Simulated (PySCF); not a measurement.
How methods differ on the excitation energy of Gd

Gd [Xe] 4f7 5d1 6s2 (9D) → Gd [Xe] 4f7 5d2 6s1 (11F), as a difference of total energies. All numbers are calculated (PySCF 2.14, scalar relativity by spin-free X2C-1e, in ANO-R3). The calculations carry no spin-orbit coupling.

| method | excitation energy (cm⁻¹) |
| --- | --- |
| UHF | 1569.2 |
| B3LYP | 5500.4 |
| revPBE | 3267.6 |
| r2SCANh | 862.21 |

Which method comes closest to the reference value, and which is furthest?

The reference is 6624.1 cm⁻¹ (measured; NIST levels, between the centres of gravity of the two terms). Closest: B3LYP (error -1123.7 cm⁻¹); furthest: r2SCANh (error -5761.9 cm⁻¹).
